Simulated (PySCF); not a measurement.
This PySCF input asks for the NMR shieldings of `InChI=1S/C3H9BO2Si/c5-4(6)7-3-1-2-3/h3,5-6H,1-2,7H2`; the geometry comes from GFN2-xTB.

```python
import basis_set_exchange as bse
import numpy as np
from pyscf import gto, dft
from pyscf.prop import nmr

atoms = """
O     2.057778   -1.461969   -0.645669
B     2.104676   -0.233832   -0.075650
O     3.202025    0.213416    0.582310
Si    0.540199    0.957879   -0.224930
C    -1.004390    0.236037    0.604639
C    -1.835126   -0.788041   -0.117141
C    -2.377177    0.584303    0.106019
H     2.831525   -2.026734   -0.569856
H     3.963431   -0.370744    0.641913
H     0.729903    2.293499    0.374760
H     0.142152    1.229355   -1.623461
H    -0.936701    0.087895    1.677512
H    -1.545160   -1.061990   -1.120037
H    -2.255166   -1.607265    0.449004
H    -2.453909    1.244851   -0.743393
H    -3.171659    0.712285    0.826855
"""
names = dict.fromkeys(["O", "B", "Si", "C", "H"], "pcSseg-1")
basis = {el: gto.basis.parse(bse.get_basis(n, elements=[el], fmt="nwchem")) for el, n in names.items()}
mol = gto.M(atom=atoms, basis=basis, charge=0, verbose=0)
mf = dft.RKS(mol, xc="PBE0")
mf.grids.level = 2
mf.grids.alignment = dft.numint.BLKSIZE   # the property module wants whole blocks of grid points
mf.conv_tol = 1e-9
mf.kernel()

calc = nmr.RKS(mf)   # GIAO
C = mf.mo_coeff
Co = C[:, mf.mo_occ > 0]
resp = mf.gen_response(singlet=True, hermi=2)
def vind(x):   # induced exchange potential for any number of trial vectors
    d = np.einsum("pi,xij,qj->xpq", C, 2 * x.reshape(-1, C.shape[1], Co.shape[1]), Co, optimize=True)
    return np.einsum("xpq,pi,qj->xij", resp(d - d.transpose(0, 2, 1)), C, Co, optimize=True).ravel()
mo1, _ = nmr.rhf.solve_mo1(calc, with_cphf=vind)
sigma = calc.kernel(mo1)
for i, s in enumerate(sigma):   # ppm
    w = np.linalg.eigvalsh((s + s.T) / 2)
    print("%2d %-2s iso %8.1f  s11 %8.1f  s22 %8.1f  s33 %8.1f" % (i, mol.atom_pure_symbol(i), w.mean(), *w))
```

Problem. Give the expected output.

Solution. 
```
 0 O  iso    191.4  s11     88.5  s22    238.8  s33    246.7
 1 B  iso     71.4  s11     54.8  s22     63.8  s33     95.5
 2 O  iso    187.0  s11     85.3  s22    233.5  s33    242.1
 3 Si iso    413.2  s11    378.5  s22    395.7  s33    465.3
 4 C  iso    193.5  s11    166.2  s22    186.7  s33    227.7
 5 C  iso    182.6  s11    153.3  s22    177.5  s33    217.0
 6 C  iso    180.7  s11    150.1  s22    176.5  s33    215.5
 7 H  iso     27.8  s11     22.7  s22     23.1  s33     37.5
 8 H  iso     27.8  s11     22.7  s22     23.2  s33     37.4
 9 H  iso     27.6  s11     23.5  s22     26.2  s33     33.1
10 H  iso     28.6  s11     25.2  s22     27.5  s33     33.2
11 H  iso     32.1  s11     24.9  s22     28.7  s33     42.6
12 H  iso     31.4  s11     25.7  s22     28.6  s33     40.0
13 H  iso     31.1  s11     25.4  s22     26.5  s33     41.3
14 H  iso     31.5  s11     25.1  s22     29.0  s33     40.4
15 H  iso     31.0  s11     25.0  s22     26.7  s33     41.5
```

These numbers come from an equivalent density-fitted implementation of the same equations, which agrees with the script to about 0.01 ppm for H and up to a few tenths of a ppm for heavy atoms, so last digits may differ.

Size and cost of the density-fitted run: 171 basis functions, 18 s wall time on 1 thread of an Arm Neoverse V2, shared host; peak memory 0.83 GiB.
